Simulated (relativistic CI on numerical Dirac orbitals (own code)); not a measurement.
**Electric-dipole transitions in Re L**

These numbers are calculated, not measured: Dirac-Coulomb-Breit CI, KLI orbitals optimised for each configuration, a model potential for QED, unscaled Slater integrals (own radial code, finite nucleus).

Configuration list (outside the closed core [Ne]): 3s2 3p6 3d8, 3s2 3p5 3d9, 3s2 3p4 3d10, 3s 3p6 3d9, 3p6 3d10, 3s 3p5 3d10, 3s2 3p6 3d7 4s, 3s2 3p6 3d7 4p, 3s2 3p4 3d9 4s, 3s2 3p6 3d7 4d, 3s2 3p4 3d9 4p, 3s2 3p5 3d8 4s, 3s2 3p6 3d7 4f, 3s2 3p4 3d9 4d, 3s 3p5 3d9 4s, 3s2 3p5 3d8 4p. Levels of other configurations are missing.

| λ vac (Å) | Lower | Upper | A (s⁻¹) | E lower (Ry) | E upper (Ry) |
| --- | --- | --- | --- | --- | --- |
| 6.3995 | 3s2 3p6 3d8 3F_4 [1] | 3s2 3p6 3d7 4p 3F°_4 [98] | 1.26e+13 | 0.000 | 142.397 |
| 6.5148 | 3s2 3p6 3d8 3F_4 [1] | 3s2 3p6 3d7 4p 3G°_5 [86] | 8.69e+12 | 0.000 | 139.877 |
| 16.958 | 3s2 3p6 3d8 3F_2 [8] | 3s2 3p5 3d9 3D°_1 [21] | 5.85e+12 | 10.773 | 64.509 |
| 17.116 | 3s2 3p5 3d9 3F°_3 [17] | 3s2 3p4 3d10 1D_2 [29] | 5.82e+12 | 39.265 | 92.506 |
| 17.376 | 3s2 3p6 3d8 1G_4 [7] | 3s2 3p5 3d9 1F°_3 [19] | 5.29e+12 | 6.248 | 58.692 |
| 17.745 | 3s2 3p6 3d8 3F_2 [8] | 3s2 3p5 3d9 3F°_2 [20] | 3.12e+12 | 10.773 | 62.126 |
| 21.060 | 3s2 3p5 3d9 3F°_4 [10] | 3s 3p6 3d9 3D_3 [24] | 3.44e+12 | 32.258 | 75.528 |
| 26.664 | 3s2 3p6 3d8 3F_4 [1] | 3s2 3p5 3d9 3D°_3 [12] | 2.18e+12 | 0.000 | 34.176 |
| 26.950 | 3s2 3p5 3d9 1F°_3 [19] | 3s2 3p4 3d10 1D_2 [29] | 2.28e+12 | 58.692 | 92.506 |
| 27.264 | 3s2 3p6 3d8 3F_3 [4] | 3s2 3p5 3d9 3D°_2 [14] | 1.26e+12 | 5.121 | 38.544 |
| 27.600 | 3s2 3p6 3d8 1G_4 [7] | 3s2 3p5 3d9 3F°_3 [17] | 1.24e+12 | 6.248 | 39.265 |
| 27.832 | 3s2 3p5 3d9 3D°_3 [12] | 3s2 3p4 3d10 3P_2 [22] | 1.95e+12 | 34.176 | 66.918 |
| 28.204 | 3s2 3p6 3d8 1D_2 [2] | 3s2 3p5 3d9 1D°_2 [11] | 1.15e+12 | 0.675 | 32.985 |
| 28.249 | 3s2 3p6 3d8 3F_4 [1] | 3s2 3p5 3d9 3F°_4 [10] | 5.31e+11 | 0.000 | 32.258 |
| 47.478 | 3s2 3p6 3d7 4p 3G°_5 [55] | 3s2 3p6 3d7 4d 3H_6 [161] | 8.19e+11 | 133.549 | 152.743 |
| 57.636 | 3s2 3p6 3d7 4s 3D_3 [37] | 3s2 3p6 3d7 4p 3F°_4 [105] | 4.68e+11 | 127.816 | 143.627 |
| 57.704 | 3s2 3p6 3d7 4s 5F_5 [33] | 3s2 3p6 3d7 4p 5G°_6 [94] | 4.78e+11 | 126.274 | 142.067 |
| 57.748 | 3s2 3p6 3d7 4s 5F_4 [39] | 3s2 3p6 3d7 4p 5G°_5 [122] | 4.72e+11 | 131.445 | 147.225 |
| 57.927 | 3s2 3p6 3d7 4s 5F_5 [41] | 3s2 3p6 3d7 4p 5G°_6 [125] | 4.67e+11 | 131.978 | 147.709 |
| 58.283 | 3s2 3p6 3d7 4s 3H_6 [49] | 3s2 3p6 3d7 4p 3I°_7 [134] | 4.68e+11 | 132.618 | 148.253 |

Terms are leading LS components. Brackets give the number of a level in order of energy, since labels repeat. The list gives strong lines, with weight on those to low levels, without lines whose two gauges differ by over a factor of 2.5, among the lowest 200 of 1397 levels, so that lines to higher ones, which can be the strongest, are missing. Levels whose partners in the same complex of configurations lie outside the list can be far off, and so can their lines. Rates are taken at the computed energies, electric ones in the length gauge.

At this charge energies of transitions that change n are usually good to better than 1 %, and those within a shell (Δn = 0) to a few per cent.

LS names give the leading component of a level, which can be under half, so a name can repeat, a term be missing and a line seem to break the LS rules.
